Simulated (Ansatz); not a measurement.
# Energy profile

The step: SiH₃I ([SiH3][I]) + H → SiH₃ + HI; bonds formed: I1–H3; bonds broken: I1–Si2 (atoms numbered as in the saddle structure below).

```csv
atom,x (Å),y (Å),z (Å)
I1,-0.7411,-0.6741,-1.3081
Si2,0.3421,0.3302,0.8238
H3,-1.2066,-1.1812,-3.0900
H4,1.1480,-0.7328,1.4707
H5,-0.7409,0.8024,1.7204
H6,1.1985,1.4555,0.3831
```

Electronic energies by CCSD(T) at an estimated basis limit (MP2 extrapolated from triple and quadruple zeta, plus CCSD(T) − MP2 in triple zeta), on PBE0-D4/def2-TZVP structures; SiH$_{4}$I, doublet; no counterpoise correction; spin–orbit coupling, which lowers free halogen atoms and radicals such as OH and SH, is left out. Program: Ansatz 0.2.0. Basis: def2-TZVPP and def2-QZVPP. Cores are frozen in the correlated methods; orbitals are unrestricted. Filled d shells of the heavier atoms are correlated. Core potentials replace the inner electrons of the atoms past krypton. The def2 sets are not built for correlating such inner shells, so the correlated values are less sure here. Extrapolation: Hartree–Fock as exp(−7.88 √X), correlation as X^−2.97.

(1) Give the profile in kJ/mol, counted from the separated reactants. (To be estimated.)

No T1 diagnostic of these runs exceeds 0.016. ⟨S²⟩ of the unrestricted Hartree–Fock references: 0.75 to 0.81 (a pure state has 0.75). The unrestricted reference is spin-contaminated, which hurts MP2 most.

Results:

(1) By the calculation:
| point | kJ/mol |
| --- | --- |
| separated: SiH$_{3}$I (linked as [SiH3][I]; I1, Si2, H4, H5, H6; singlet) + H (H3; doublet) | 0.0 |
| start structure | -0.9 |
| saddle | 22.2 |
| end structure | 6.9 |
| separated: HI (I1, H3; singlet) + SiH$_{3}$ (Si2, H4, H5, H6; doublet) | 11.6 |

Radical steps of this kind take place in plasma deposition and etching.

For scale, one of the runs: CCSD(T)/def2-TZVPP, 148 basis functions, launched by `ansatz run in.yaml --threads 4 --pin off --events-out ev --progress --plain --max-ram 9574MiB`. The run took 40 s on 4 CPU threads of an Arm Neoverse V2 (shared host), with 2.4 GiB of host memory at its peak.
